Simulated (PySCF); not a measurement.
Some computed properties have been withheld. Give your best values.

Species: C₃HF₆ (doublet state).
Atom-mapped SMILES: `[F:1][CH:2][C:3]([F:4])([F:5])[C:6]([F:7])([F:8])[F:9]` (hydrogens: H10 on C2)

Conformer (atom-mapped SMILES and torsion angles): `[F:1][CH:2][C:3]([F:4])([F:5])[C:6]([F:7])([F:8])[F:9]`: F1–C2–C3–F4 79°, C2–C3–C6–F7 -56°.

```tsv
property	level	value
point group	PBE0-D3(BJ)/def2-SVP	C1
rotational constants A, B, C	PBE0-D3(BJ)/def2-SVP	?
dipole moment	PBE0-D3(BJ)/def2-SVP	1.60 D
isotropic g value	unrestricted B3LYP/IGLO-III on C F, pcH-1 on H, mean-field spin–orbit	?
spin squared ⟨S²⟩	unrestricted B3LYP/IGLO-III on C F, pcH-1 on H	?
largest isotropic hyperfine couplings (means over sets of like nuclei)	unrestricted B3LYP/IGLO-III on C F, pcH-1 on H	19F +160.8 (F1), 13C +145.4 (C2), 19F +124.4 (F4/F5), 1H -55.1 (H10), 13C -12.2 (C3) MHz
```

Gas-phase values; electronic properties from PySCF, density fitting. Isolated species at its PBE0-D3(BJ)/def2-SVP geometry (one conformer only). Couplings of like nuclei are plain means over topologically equivalent atoms, as if these changed places fast (by rotation of a methyl-like group, say); in this geometry the members of some sets differ.

Give the isotropic g value.

2.00363.

The spin squared ⟨S²⟩?

0.754.

The rotational constants A, B, C?

2.537, 1.258, 1.200 GHz.

With B = h/(8π²I), that is 505.379 GHz u Å² over I, the principal moments of inertia are 199.2, 401.6 and 421.0 u Å² (most abundant isotopes); the inertial defect Ic − Ia − Ib is -179.8 u Å² (zero for a rigid planar frame, negative otherwise). At 9.50 GHz, hν = g·μB·B₀ (B₀ the magnetic field) puts the centre of the isotropic spectrum, to first order, at 338.8 mT. g_iso is shifted by about +1310 ppm from the free-electron value 2.002319.
